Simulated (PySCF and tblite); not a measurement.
Results of a calculation; reference values are marked as such.
2 diastereomers of C10H14, numbered alike:

```csv
isomer,SMILES,descriptors (one enantiomer)
A,[CH3:1][CH2:2][C:3]1=[CH:4][C@@H:5]2[CH:6]=[C:7]([CH3:8])[C@@H:9]2[CH2:10]1,"5R, 9R"
B,[CH3:1][CH2:2][C:3]1=[CH:4][C@H:5]2[CH:6]=[C:7]([CH3:8])[C@@H:9]2[CH2:10]1,"5S, 9R"
```

Each isomer is a Boltzmann average at 298.15 K over at most 3 conformers: GFN2-xTB geometries, energies B3LYP/def2-SVP (IEF-PCM, methanol) (D3(BJ) added where defined), GFN2-xTB thermal terms. Programs: PySCF with density fitting and tblite.

(1) Rank the isomers by free energy at 298.15 K.

Answers

(1) 
```tsv
isomer	ΔG (kcal/mol)	ΔE, lowest conformer	conformers	largest weight %	rms dipole (D)
A	0.0	0.0	3	48	0.92
B	42.1	42.2	3	46	0.90
```

ΔG is for one enantiomer.
